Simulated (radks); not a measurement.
The nuclear charge of the mercury ion Hg+ is varied continuously with 79 electrons held in [Xe] 4f14 5d10 6s1. All-electron calculation, Dirac Kohn-Sham, LDA (Slater exchange, Perdew-Wang correlation), spin-unpolarised, spherical densities, finite nucleus; Fermi nuclear charge, rms radius 5.4648 fm. Program: a radial shooting solver on a logarithmic mesh with Libxc functionals. By the Hellmann-Feynman theorem dE/dZ = E(electron-nucleus)/Z, the electronic potential at the nucleus (averaged over a nucleus of fixed radius).

Z = 79.6: E (hartree) -19399.5097; E(electron-nucleus)/Z (hartree) -614.196; HOMO 6s1/2; e(HOMO) (eV) -11.274; <r> HOMO (bohr) 2.614
Z = 79.8: E (hartree) -19522.5968; E(electron-nucleus)/Z (hartree) -616.675; HOMO 6s1/2; e(HOMO) (eV) -13.152; <r> HOMO (bohr) 2.552
Z = 80: E (hartree) -19646.1798; E(electron-nucleus)/Z (hartree) -619.157; HOMO 6s1/2; e(HOMO) (eV) -15.100; <r> HOMO (bohr) 2.495
Z = 80.2: E (hartree) -19770.2597; E(electron-nucleus)/Z (hartree) -621.642; HOMO 6s1/2; e(HOMO) (eV) -17.115; <r> HOMO (bohr) 2.442
Z = 80.4: E (hartree) -19894.8370; E(electron-nucleus)/Z (hartree) -624.132; HOMO 6s1/2; e(HOMO) (eV) -19.194; <r> HOMO (bohr) 2.393
Z = 80.6: E (hartree) -20019.9127; E(electron-nucleus)/Z (hartree) -626.626; HOMO 6s1/2; e(HOMO) (eV) -21.336; <r> HOMO (bohr) 2.347
Z = 80.8: E (hartree) -20145.4875; E(electron-nucleus)/Z (hartree) -629.123; HOMO 6s1/2; e(HOMO) (eV) -23.537; <r> HOMO (bohr) 2.303
Z = 81: E (hartree) -20271.5624; E(electron-nucleus)/Z (hartree) -631.626; HOMO 6s1/2; e(HOMO) (eV) -25.798; <r> HOMO (bohr) 2.262

The central difference of E at Z = 80 is -619.157 hartree, to compare with the third column; the second derivative is -12.4 hartree.
